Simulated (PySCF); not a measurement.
**Substituent chemical shifts**

Parent skeleton `[CH3:1][Si:2]([SiH3:3])([SiH3:4])[CH2:5][F:6]`; one hydrogen on atom 1 is replaced by X. Hydrogens on one atom are averaged.

One conformer, gas phase, rapidly exchanging positions averaged, no relativistic terms. Shieldings: GIAO PBE0/pcSseg-1; GFN2-xTB geometry; PySCF.

Scale: 13C, 29Si, 1H vs TMS; CFCl3 for 19F (reference shieldings calculated alike).

Parent (X = H): C1 -4.3, Si2 -53.4, Si3/Si4 -110.7, C5 82.1, F6 -289.6, H(C1) 0.18, H(Si3)/H(Si4) 3.59, H(C5) 4.98 ppm. Effects are Δδ = δ(X) − δ(H), positive for deshielding.

(1) Give Δδ (ppm) for X = OCH3, propynyl, allyl, OCHO, N=CH2, SSiH3, CHCl2, CH=NMe, OSiH3.

(2) Which position responds most, and to which substituents?

Results:

(1) 
```tsv
X	SMILES	C1	Si2	Si3/Si4	C5	F6	H(C1)	H(Si3)/H(Si4)	H(C5)
OCH3	COC[Si]([SiH3])([SiH3])CF	+70.5	+7.8	-1.2	+1.9	-3.0	+2.91	-0.03	+0.24
propynyl	CC#CC[Si]([SiH3])([SiH3])CF	+10.3	+9.1	-5.1	+0.3	+6.2	+1.94	-0.05	-0.14
allyl	C=CCC[Si]([SiH3])([SiH3])CF	+22.0	+2.3	+1.4	-0.2	-10.7	+0.82	+0.02	+0.25
OCHO	O=COC[Si]([SiH3])([SiH3])CF	+64.2	-7.3	+1.6	+2.5	+5.2	+4.04	-0.05	-0.44
N=CH2	C=NC[Si]([SiH3])([SiH3])CF	+59.2	+13.5	-3.1	+0.3	-7.2	+3.43	-0.08	+0.45
SSiH3	FC[Si]([SiH3])([SiH3])CS[SiH3]	+21.7	+13.8	-4.6	+0.5	+4.8	+1.84	+0.00	-0.04
CHCl2	FC[Si]([SiH3])([SiH3])CC(Cl)Cl	+40.0	+1.8	+7.9	-1.4	-4.4	+1.50	+0.23	+0.06
CH=NMe	C/N=C\C[Si]([SiH3])([SiH3])CF	+23.6	+5.3	-2.3	-0.5	-1.2	+1.46	-0.02	+0.15
OSiH3	FC[Si]([SiH3])([SiH3])CO[SiH3]	+63.1	+10.4	-2.4	+1.5	-6.7	+3.44	+0.04	+0.32
```

(2) C1: from +10.3 ppm with propynyl to +70.5 ppm with OCH3.

Unscaled 19F shifts against computed CFCl3 carry errors that often reach 10 to 50 ppm.
